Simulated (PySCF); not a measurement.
Coordinates in bohr (charge 0 multiplicity 4):
```
Cu   -0.0300   -0.0136    0.0000
O     3.2473    0.1125    0.0000
O    -1.5542    2.9961    0.0000
O    -1.3402   -3.1490    0.0000
H    -0.5769    4.5266    0.0000
H    -3.1615   -3.0912    0.0000
```

Level of theory: UPBE0 in PySCF with Cu def2-TZVP, O def2-TZVP, H def2-TZVP; no relativity; density-fitted integrals.

This geometry of CuO(OH)₂ is a stationary point at this level.

**Question.** What is the point group?

**Answer.** Cs.

**Question.** Is it a minimum?

**Answer.** No: it has 2 imaginary modes, at 484i cm⁻¹ (a''), 310i cm⁻¹ (a'').

**Question.** List the harmonic modes with their infrared intensities.

**Answer.** 
| symmetry | ω (cm⁻¹) | IR (km/mol) |
| --- | --- | --- |
| a'' | 484i | – |
| a'' | 310i | – |
| a' | 106 | 6.6 |
| a'' | 126 | 16.1 |
| a' | 146 | 0.2 |
| a' | 551 | 2.9 |
| a' | 588 | 32.6 |
| a' | 608 | 40.3 |
| a' | 664 | 106 |
| a' | 752 | 127 |
| a' | 3837 | 157 |
| a' | 3888 | 161 |

This need not be the most stable arrangement of these atoms. With open d or f shells other occupations or spin states may lie lower. At this level a doublet minimum of C2 symmetry lies 40 kJ/mol below this structure.
